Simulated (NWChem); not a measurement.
Program: NWChem. System: H₃O, charge 2, spin multiplicity 2, at the geometry of a parent with another charge or spin, in a state set for the comparison that need not be this species' ground state. Its SCF solution wasn't tested for a lower state. Level: UBHandHLYP/def2-TZVP.

Job file:

```
start mol
memory heap 200 mb stack 800 mb global 1000 mb
charge 2
geometry units angstroms nocenter noautoz
  O     -0.000025     0.077442     0.000000
  H     -0.472033    -0.206672     0.817691
  H     -0.472033    -0.206672    -0.817691
  H      0.944265    -0.206192     0.000000
  symmetry group Cs
end
basis spherical
  * library def2-tzvp
end
dft
  xc bhlyp
  odft
  mult 2
  semidirect memsize 60000000 filesize 0
  iterations 100
end
task dft energy
```

NWChem printed:

```
             Northwest Computational Chemistry Package (NWChem) 7.3.0
             --------------------------------------------------------

                                NWChem Input Module
                                -------------------

 Scaling coordinates for geometry "geometry" by  1.889725989
 (inverse scale =  0.529177249)

 Turning off AUTOSYM since
 SYMMETRY directive was detected!

                             Geometry "geometry" -> ""
                             -------------------------

 Output coordinates in angstroms (scale by  1.889725989 to convert to a.u.)

  No.       Tag          Charge          X              Y              Z
 ---- ---------------- ---------- -------------- -------------- --------------
    1 O                    8.0000    -0.00002500     0.07744200     0.00000000
    2 H                    1.0000    -0.47203300    -0.20667200     0.81769100
    3 H                    1.0000    -0.47203300    -0.20667200    -0.81769100
    4 H                    1.0000     0.94426500    -0.20619200     0.00000000

 Effective nuclear repulsion energy (a.u.)      13.8517465910

            Nuclear Dipole moment (a.u.)
            ----------------------------
        X                 Y               Z
 ---------------- ---------------- ----------------
    -0.0000018897     0.0000000000     0.0000000000

      Symmetry information
      --------------------

 Group name             Cs
 Group number              2
 Group order               2
 No. of unique centers     3

      Symmetry unique atoms

     1    2    4


 Summary of "ao basis" -> "" (spherical)
 ------------------------------------------------------------------------------
       Tag                 Description            Shells   Functions and Types
 ---------------- ------------------------------  ------  ---------------------
 *                         def2-tzvp                  on all atoms

                                 NWChem DFT Module
                                 -----------------

 Summary of "ao basis" -> "ao basis" (spherical)
 ------------------------------------------------------------------------------
       Tag                 Description            Shells   Functions and Types
 ---------------- ------------------------------  ------  ---------------------
 O                         def2-tzvp                11       31   5s3p2d1f
 H                         def2-tzvp                 4        6   3s1p

 Summary of "ao basis" -> "ao basis" (spherical)
 ------------------------------------------------------------------------------
       Tag                 Description            Shells   Functions and Types
 ---------------- ------------------------------  ------  ---------------------
 O                         def2-tzvp                11       31   5s3p2d1f
 H                         def2-tzvp                 4        6   3s1p

      Symmetry analysis of basis
      --------------------------

        a'         32
        a"         17

            General Information
            -------------------
          SCF calculation type: DFT
          Wavefunction type:  spin polarized.
          No. of atoms     :     4
          No. of electrons :     9
           Alpha electrons :     5
            Beta electrons :     4
          Charge           :     2
          Spin multiplicity:     2
          Use of symmetry is: on ; symmetry adaption is: on
          Maximum number of iterations: 100
          AO basis - number of functions:    49
[...]
                     -----------------------------------------

 Vector    2  Occ=1.000000D+00  E=-2.043715D+00  Symmetry=a'
              MO Center=  7.3D-06, -2.6D-02, -2.2D-18, r^2= 4.7D-01
   Bfn.  Coefficient  Atom+Function         Bfn.  Coefficient  Atom+Function
  ----- ------------  ---------------      ----- ------------  ---------------
     4      0.509073  1 O  s                  3      0.351811  1 O  s
     2     -0.241563  1 O  s                  1     -0.101530  1 O  s
     5      0.088605  1 O  s                 32      0.071864  2 H  s
    38      0.071864  3 H  s                 44      0.071863  4 H  s
     7     -0.054357  1 O  py                10     -0.051145  1 O  py

 Vector    3  Occ=1.000000D+00  E=-1.499893D+00  Symmetry=a'
              MO Center=  1.1D-01,  8.7D-05, -1.1D-10, r^2= 6.0D-01
   Bfn.  Coefficient  Atom+Function         Bfn.  Coefficient  Atom+Function
  ----- ------------  ---------------      ----- ------------  ---------------
     6      0.441849  1 O  px                 9      0.374384  1 O  px
    44      0.149499  4 H  s                 45      0.143279  4 H  s
    12      0.101216  1 O  px                32     -0.074750  2 H  s
    38     -0.074750  3 H  s                 33     -0.071640  2 H  s
    39     -0.071640  3 H  s

 Vector    4  Occ=1.000000D+00  E=-1.499889D+00  Symmetry=a"
              MO Center= -1.1D-01,  1.4D-05,  1.1D-10, r^2= 6.0D-01
   Bfn.  Coefficient  Atom+Function         Bfn.  Coefficient  Atom+Function
  ----- ------------  ---------------      ----- ------------  ---------------
     8      0.441850  1 O  pz                11      0.374385  1 O  pz
    32      0.129470  2 H  s                 38     -0.129470  3 H  s
    33      0.124084  2 H  s                 39     -0.124084  3 H  s
    14      0.101216  1 O  pz

 Vector    5  Occ=0.000000D+00  E=-9.685954D-01  Symmetry=a'
              MO Center= -4.8D-05,  1.4D-01, -1.4D-16, r^2= 6.3D-01
   Bfn.  Coefficient  Atom+Function         Bfn.  Coefficient  Atom+Function
  ----- ------------  ---------------      ----- ------------  ---------------
     7      0.445860  1 O  py                10      0.418087  1 O  py
    13      0.264036  1 O  py                 4      0.150839  1 O  s
     3      0.078310  1 O  s                  2     -0.052770  1 O  s
    32     -0.039800  2 H  s                 38     -0.039800  3 H  s
    44     -0.039801  4 H  s                  5      0.039218  1 O  s

 Vector    6  Occ=0.000000D+00  E=-5.515217D-01  Symmetry=a'
              MO Center=  1.2D-04, -2.5D-01, -4.2D-15, r^2= 2.8D+00
   Bfn.  Coefficient  Atom+Function         Bfn.  Coefficient  Atom+Function
  ----- ------------  ---------------      ----- ------------  ---------------
     5      0.559781  1 O  s                  4      0.500763  1 O  s
    34     -0.405411  2 H  s                 40     -0.405411  3 H  s
    46     -0.405465  4 H  s                 33     -0.268969  2 H  s
    39     -0.268969  3 H  s                 45     -0.268979  4 H  s
     3      0.199163  1 O  s                 10     -0.141891  1 O  py

 Vector    7  Occ=0.000000D+00  E=-4.656253D-01  Symmetry=a'
              MO Center=  5.5D-01, -2.6D-01, -1.5D-10, r^2= 2.4D+00
   Bfn.  Coefficient  Atom+Function         Bfn.  Coefficient  Atom+Function
  ----- ------------  ---------------      ----- ------------  ---------------
    46      0.975422  4 H  s                 45      0.598917  4 H  s
    12     -0.489153  1 O  px                34     -0.487713  2 H  s
    40     -0.487713  3 H  s                  9     -0.351328  1 O  px
     6     -0.310554  1 O  px                33     -0.299467  2 H  s
    39     -0.299467  3 H  s                 44      0.136926  4 H  s

   alpha - beta orbital overlaps
   -----------------------------

   alpha      1      2      3      4      5      6      7      8      9     10
    beta      1      2      3      4      5      6      8      7     10      9
 overlap   1.000  0.998  1.000  1.000  0.987  0.998  0.999  0.999  1.000  1.000

   alpha     11     12     13     14     15     16     17     18     19     20
    beta     11     12     14     13     15     16     17     18     20     19
 overlap   0.944  0.951  1.000  1.000  1.000  0.999  0.999  0.998  0.999  0.999

   alpha     21     22     23     24     25     26     27     28     29     30
    beta     21     23     22     24     25     26     27     28     29     30
 overlap   1.000  0.999  0.999  0.996  0.995  0.999  0.999  0.999  0.999  0.978

   alpha     31     32     33     34     35     36     37     38     39     40
    beta     32     31     33     34     35     36     37     38     39     40
 overlap   0.999  0.999  0.980  1.000  1.000  1.000  1.000  1.000  1.000  1.000

   alpha     41     42     43     44     45     46     47     48     49
    beta     41     42     43     44     45     46     47     48     49
 overlap   0.998  0.998  0.998  0.998  0.998  0.998  1.000  1.000  1.000

     --------------------------
     Expectation value of S2:
     --------------------------
      <S2> =      0.7533 (Exact =     0.7500)

 center of mass
 --------------
 x =  -0.00001980 y =   0.06103816 z =   0.00000000

 moments of inertia (a.u.)
 ------------------
           5.544891294822          -0.001395626412           0.000000000000
          -0.001395626412           9.625560448365           0.000000000000
           0.000000000000           0.000000000000           5.544997686129

     Multipole analysis of the density
     ---------------------------------

     L   x y z        total         alpha         beta         nuclear
     -   - - -        -----         -----         ----         -------
     0   0 0 0      2.000000     -5.000000     -4.000000     11.000000

     1   1 0 0      0.000168      0.000139      0.000031     -0.000002
     1   0 1 0     -0.522583     -0.424594     -0.097989      0.000000
     1   0 0 1     -0.000000     -0.000000     -0.000000      0.000000

     2   2 0 0     -0.407192     -2.698980     -2.483677      4.775465
     2   1 1 0      0.000815     -0.000164     -0.000437      0.001416
     2   1 0 1      0.000000     -0.000000      0.000000      0.000000
     2   0 2 0     -2.797340     -2.221217     -1.204344      0.628221
     2   0 1 1     -0.000000     -0.000000     -0.000000      0.000000
     2   0 0 2     -0.407270     -2.698967     -2.483663      4.775360

 Task  times  cpu:        1.5s     wall:        1.5s

 Total times  cpu:        1.6s     wall:        1.6s
```
